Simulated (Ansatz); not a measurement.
`Cl[Si](Cl)(Cl)[SnH3]` + HBr → `Cl[Si](Cl)(Cl)Br` + `[SnH4]` at 298.15 K and 1 bar (cleavage of the Si–Sn bond).

Isolated molecules relaxed with PBE0-D4/def2-TZVP in Ansatz; ΔE leaves out vibrations. CCSD(T)/CBS is the MP2 limit (def2-TZVPP, def2-QZVPP) plus CCSD(T) − MP2 in def2-TZVPP, frozen cores. Elements past krypton have def2 core potentials. For Br, Sn outer-core shells are correlated without core-valence functions, which leaves a few kJ/mol of doubt a bond. Scalar relativity is left out up to krypton.

```
               species  CCSD(T)/CBS energy (Eh)  H − E (kJ/mol)  S (J/(mol·K))
`Cl[Si](Cl)(Cl)[SnH3]`              -1884.38755            94.8          404.5
                   HBr              -2573.91920            24.6          198.6
    `Cl[Si](Cl)(Cl)Br`              -4241.93609            38.1          355.3
              `[SnH4]`               -216.39156            79.6          228.5
```

H − E and S are ideal-gas, rigid-rotor, harmonic terms from PBE0-D4/def2-TZVP. 1 Eh = 2625.50 kJ/mol, R = 8.31446 J/(mol·K).

By hand: ΔE, ΔH, ΔS and ΔG.

ΔE = (-4241.93609) + (-216.39156) − (-1884.38755) − (-2573.91920) = -0.02090 Eh = -54.9 kJ/mol. Δ(H − E) = 38.1 + 79.6 − 94.8 − 24.6 = -1.7, so ΔH = -56.6 kJ/mol. ΔS = 355.3 + 228.5 − 404.5 − 198.6 = -19.3 J/(mol·K). ΔG = -56.6 − 298.15 × (-19.3)/1000 = -50.8 kJ/mol.

By hand: the equilibrium constant, and the temperature at which ΔG would vanish if ΔH and ΔS stayed fixed.

log₁₀ K = −ΔG/(RT ln 10) = 8.9. ΔG = 0 at ΔH/ΔS = 2933 K, far beyond where these terms or the molecules hold.

ΔH outweighs TΔS. A doubt of 5 kJ/mol in ΔE shifts log₁₀ K by 0.9 here. These are equilibria of isolated gas molecules and say nothing of rates. Largest T1 diagnostic: 0.013 (customary marks: 0.02 for closed shells, 0.045 for open ones).
